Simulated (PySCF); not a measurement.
Gas-phase reaction: GaHCl₂ + O + H₂ ⇌ GaOH + 2 HCl

Method: PySCF energies (xtb for GFN2) plus ideal-gas RRHO corrections (1 bar). † marks an energy on the PBE0/def2-TZVP geometry and frequencies; other levels use their own. MP2 freezes the core. 6-31G* has spherical d functions here. Open shells (unrestricted): O (multiplicity 3, electronic degeneracy 9); the rest are closed-shell singlets. GFN2 has no spin-polarisation term. Spin-orbit splitting is ignored; it lowers the true energy and changes the entropy of O. B3LYP is the form with VWN-RPA correlation. Ga: all electrons, no relativistic terms. GaHCl₂, GaOH: computed as isolated molecules; such fragments, hydroxides, amides, oligomers or adducts are transient or little studied in the gas. MP2 isn't extrapolated to the basis-set limit; its ΔH°(298 K) is -270.5 kJ in def2-SVP and -314.9 kJ in def2-TZVPP. The harmonic model lacks anharmonicity and excited electronic states, which grow with temperature; levels with a mode under 35 cm⁻¹ are left out. Warning, point group unlike the PBE0 one: GaOH (GFN2-xTB).

```csv
level,"ΔE electronic, kJ","ΔH°(298 K), kJ","ΔS°(298 K), J/K","ΔG°(1600 K), kJ"
B3LYP/6-31G*,-296,-283,28,-306
B3LYP/def2-TZVP†,-334,-320,29,-346
GFN2-xTB,-718,-701,8,-695
HF/6-31G*,-55,-39,29,-64
MP2/def2-TZVPP†,-329,-315,29,-340
```
ΔH° is lowest at GFN2-xTB and highest at HF/6-31G*. No reference value is set beside these.
